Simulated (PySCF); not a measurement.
These are PBE-D3(BJ)/def2-TZVP // r2SCAN-D4/def2-SVP (PySCF) values and carry that method's errors. Isolated molecules, 0 K electronic values unless said otherwise. 

Reference species: [Ag(CO)(H)] (neutral, multiplicity 1).

| Property | Value |
|---|---|
| dipole moment | 3.40 D |
| charge on the central atom (Mulliken) | -0.06 e |

Changed species: [Ag(C2H4)(H)] (L = C2H4, X = H; the reference has L = CO, X = H).

**Question.** Predict the effect on the dipole moment and charge on the central atom (Mulliken).

**Answer.** the dipole moment goes up by 0.97 D, to 4.37 D; the charge on the central atom (Mulliken) decreases by 0.03 e, to -0.09 e.
